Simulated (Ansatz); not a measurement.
System: PH, charge 0, multiplicity 3. 
Coordinates optimised at B3LYP-D3(BJ)/def2-TZVP (Ansatz, a quantum-chemistry and plane-wave program):
```
P
H 1 1.4285
```
Charge 0, spin multiplicity 3.

Basis-set convergence of Hartree-Fock and CCSD correlation energies (hartree) with Ansatz. Cores are frozen in the correlated levels unless marked. UHF or UKS for open shells. No spin-orbit coupling. Non-relativistic.

| basis | functions | E(HF) | E(corr, CCSD) |
|---|---|---|---|
| cc-pV(D+d)Z | 28 | -341.28812 | -0.10621 |
| cc-pV(T+d)Z | 53 | -341.29866 | -0.13051 |
| cc-pV(Q+d)Z | 94 | -341.30167 | -0.13659 |
| cc-pV(5+d)Z | 155 | -341.30223 | -0.13866 |

Extrapolating the two largest sets (X = 4 and 5) as X^-3: E(corr) = (125·(-0.13866) - 64·(-0.13659))/61 = -0.1408 Eh, an estimate of the basis-set limit. The largest set recovers 98.5 % of it, the smallest 75.4 %.
